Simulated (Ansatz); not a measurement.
Ideal-gas functions of CF₂NSn, SMILES `N#[C][Sn]([F])[F]` radical at 600 K and 1 bar, from an Ansatz frequency run at PBE0-D4/def2-TZVP.

Molar mass 182.72 g/mol, point group Cs (symmetry number 1), electronic degeneracy 2, moments of inertia 112.213, 232.956, 293.494 u Å². Harmonic wavenumbers (cm⁻¹, unscaled): 91, 113, 166, 249, 264, 412, 629, 634, 2307.

Use S(trans) = R[1.5 ln M + 2.5 ln T − 1.1517]; rotational temperatures θ = 24.2544 K / I; S(rot) = R[ln(√π/σ · √(T³/θAθBθC)) + 1.5]; for each mode x = 1.438777 ν̃/T, S = R[x/(eˣ − 1) − ln(1 − e⁻ˣ)] and H = RT x/(eˣ − 1); 1 cm⁻¹ = 0.0119627 kJ/mol; R = 8.31446 J/(mol·K).

Task: By hand: the entropy, in J/(mol·K).

Result: Translation 188.3. Rotation: θ = 0.2161, 0.1041, 0.0826 K, giving 123.2. Vibration, mode by mode: 20.99, 19.20, 16.03, 12.72, 12.25, 8.75, 5.64, 5.59, 0.22, in all 101.4. Electronic 5.8. Sum 418.7 J/(mol·K).

Task: By hand: H − E and G − E in kJ/mol, counted from the electronic energy.

Result: Zero-point energy ½ × 4865 × 0.0119627 = 29.1; thermal vibration 27.4; translation, rotation and pV give 4 RT = 20.0. H − E = 76.5 kJ/mol, and G − E = 76.5 − 600 × 418.7/1000 = -174.7 kJ/mol.

Vibration gives 24 % of the entropy, 40.2 J/(mol·K) of it from the modes under 150 cm⁻¹: soft modes count most, and the harmonic formula is weakest for them.
